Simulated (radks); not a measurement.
Problem. The mean radii <r> (bohr) of the occupied orbitals of an atom or ion are listed with their occupations. All-electron calculation, scalar-relativistic Kohn-Sham, exchange-only LDA, spin-polarised, spherical densities, finite nucleus; Fermi nuclear charge, rms radius of each element as measured or else 0.836 A^(1/3) + 0.57 fm. Program: a radial shooting solver on a logarithmic mesh with Libxc functionals.

orbital  occ.      <r>
1s          2  0.05038
2s          2   0.2266
2p          6   0.1985
3s          2   0.6824
3p          6   0.7144
3d         10   0.9167
4s          2    2.686

Name the element and its charge. Open shells, if any, are filled with parallel spins first.

Solution. Z = 30, zinc, charge 0: Zn in [Ar] 3d10 4s2. The 1s radius gives Z: for a bare nucleus <r> = (2 gamma + 1)/(2Z) with gamma = sqrt(1 - (Z/c)^2), 0.04919 bohr for Z = 30, and screening makes it slightly larger (0.05038 here). The occupations add up to 30, and the charge is Z minus that.
